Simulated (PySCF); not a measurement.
**NiO⁺: from constants to spectrum**

UHF-CCSD(T) constants of NiO⁺, ⁴Σ⁻ (quartet), unpaired electrons σ ↑, π ↑↑ (basis Ni def2-TZVPPD, O def2-TZVPPD; no relativity; PySCF 2.14; masses 57.9353 and 15.9949 u):

- ωe: 862.7 cm⁻¹
- ωexe: 11.2 cm⁻¹
- Be: 0.50602 cm⁻¹
- αe: 0.00448 cm⁻¹
- D (centrifugal): 6.96e-07 cm⁻¹
- De to Ni⁺ (3d9) + O: 2.12 eV

Question: Give the vibrational terms G(v) and spacings up to v = 3.

Answer: G(v) = ωe(v+½) − ωexe(v+½)².

| v | G(v) (cm⁻¹) | G(v) − G(v−1) | Bv (cm⁻¹) |
| --- | --- | --- | --- |
| 0 | 429 |  | 0.5038 |
| 1 | 1269 | 840 | 0.4993 |
| 2 | 2087 | 818 | 0.4948 |
| 3 | 2882 | 796 | 0.4903 |

Question: How well does the Morse estimate ωe²/(4ωexe) reproduce De, and what is D0?

Answer: It gives 2.06 eV, 97 % of the computed De. D0 = De − G(0) = 2.12 − 0.05 = 2.07 eV.

Correlated steps freeze 6 core orbitals. For an ion De counts to the pair picked by the measured ionisation energies or electron affinities, which need not be the lowest pair at this level. The CCSD T1 diagnostic is raised, a sign that a single reference may not be enough here. With d or f electrons several states lie close, and the lowest PBE0 determinant need not be the measured ground state.
